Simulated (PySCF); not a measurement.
Isomers of C7H12FP. The calculation used PBE0-D3(BJ)/def2-SVP geometry optimisation, gas phase (PySCF 2.14.0). Energies are electronic, without zero-point or thermal terms, for one conformer each. No frequencies were run at this level. Point groups hold within 0.08 Å.

Question: Rank from lowest to highest electronic energy at this level (kcal/mol).
A. `[CH2:1]=[CH:2][CH2:3]/[P:4]=[C:5](\[F:6])[CH:7]([CH3:8])[CH3:9]` with C1–C2–C3–P4 109°, C2–C3–P4–C5 -84°, P4–C5–C7–C8 -7°
B. `[CH3:1][CH:2]([CH3:3])[P:4]1[CH2:5][CH:6]=[C:7]([F:8])[CH2:9]1` with C1–C2–P4–C5 73°, C2–P4–C5–C6 87°, P4–C5–C6–C7 10°, C6–C7–C9–P4 -10°, C2–P4–C9–C7 -87°
C. `[CH3:1]/[CH:2]=[CH:3]\[P:4]=[C:5](\[F:6])[CH:7]([CH3:8])[CH3:9]` with C2–C3–P4–C5 179°, P4–C5–C7–C8 -120°

Answer: B (0.0), C (25.6), A (28.0).

Neighbours under 2.5 kcal/mol apart (C/C=C\P=C(\F)C(C)C and C=CC/P=C(\F)C(C)C) can change places with a better method, another conformer or zero-point energy.

| SMILES | E (Eh) | E rel (kcal/mol) | dipole (D) | point group | A, B, C (MHz) |
| --- | --- | --- | --- | --- | --- |
| CC(C)P1CC=C(F)C1 | -714.23706 | 0.0 | 1.13 | C1 | 2289, 921.1, 803.1 |
| C/C=C\P=C(\F)C(C)C | -714.19631 | 25.6 | 2.41 | near Cs | 2663, 669.8, 607.7 |
| C=CC/P=C(\F)C(C)C | -714.19248 | 28.0 | 1.01 | C1 | 2499, 797.6, 689.5 |

Question: How do the relative energies change in single points at PBE0/pcSseg-1 (no added dispersion term) on the same geometries?

Answer: 
```json
{"SMILES": "CC(C)P1CC=C(F)C1", "PBE0-D3(BJ)/def2-SVP (kcal/mol)": "0.0", "PBE0/pcSseg-1 (kcal/mol)": "0.0", "shift": "0.0"}
{"SMILES": "C/C=C\\P=C(\\F)C(C)C", "PBE0-D3(BJ)/def2-SVP (kcal/mol)": "25.6", "PBE0/pcSseg-1 (kcal/mol)": "22.6", "shift": "-3.0"}
{"SMILES": "C=CC/P=C(\\F)C(C)C", "PBE0-D3(BJ)/def2-SVP (kcal/mol)": "28.0", "PBE0/pcSseg-1 (kcal/mol)": "25.6", "shift": "-2.4"}
```

Each column counts from its own lowest isomer. The order is unchanged; the largest shift is 3.0 kcal/mol.
